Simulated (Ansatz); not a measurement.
Species: YBr₂ (charge 0, doublet). SMILES: [Y]([Br])[Br]

Atoms: Y1, Br2, Br3. Bonds: Y1-Br2, Y1-Br3.

Bond lengths (Å) and angles (degrees) optimised at HF/STO-3G with Ansatz (a quantum-chemistry and plane-wave program); HF/3-21G with Ansatz; HF/LANL2DZ with Ansatz; PBE/LANL2DZ with Ansatz; B3LYP/LANL2DZ with Ansatz; MP2/LANL2DZ with Ansatz, each started from the B3LYP-D3(BJ)/def2-TZVP structure (Ansatz) of the last column. A row stands for all coordinates that are equal there. No wavenumbers were computed at HF/STO-3G, PBE/LANL2DZ, MP2/LANL2DZ, so these may be saddle points.

| coordinate | HF/STO-3G | HF/3-21G | HF/LANL2DZ | PBE/LANL2DZ | B3LYP/LANL2DZ | MP2/LANL2DZ | B3LYP-D3(BJ)/def2-TZVP |
|---|---|---|---|---|---|---|---|
| Y1-Br2 | 2.556 | 2.652 | 2.697 | 2.615 | 2.632 | 2.684 | 2.598 |
| Br2-Y1-Br3 | 180.0 | 180.0 | 180.0 | 119.9 | 127.2 | 153.5 | 129.1 |

Mean signed difference of all 2 bond lengths from B3LYP-D3(BJ)/def2-TZVP: HF/STO-3G -0.042 Å, HF/3-21G 0.054 Å, HF/LANL2DZ 0.099 Å, PBE/LANL2DZ 0.018 Å, B3LYP/LANL2DZ 0.034 Å, MP2/LANL2DZ 0.086 Å.
